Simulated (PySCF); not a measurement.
Input for PySCF: R-HF/STO-3G on CH4S (SMILES CS), a point of a torsion scan.

```python
from pyscf import gto, scf, dft, mp
from pyscf.data.elements import chemcore

mol = gto.M(
    atom='''
    C    -0.51515490    0.01713470   -0.01425992
    S     1.16397390    0.73671925   -0.11882602
    H    -0.62046171   -0.46502968    0.95297235
    H    -1.23741121    0.82264250   -0.10702648
    H    -0.65190086   -0.70327096   -0.81026227
    H     1.57470531    0.04809673   -1.17873660
    ''',
    basis='sto-3g',
    charge=0, spin=0, verbose=3, max_memory=1800)
mf = scf.RHF(mol)
mf.conv_tol = 1e-8
mf.max_cycle = 100
mf.kernel()
if not mf.converged:
    mf = mf.newton().run(mf.mo_coeff, mf.mo_occ)
```

Task: Give the final energy of this run.

Result: -432.8925 hartree.
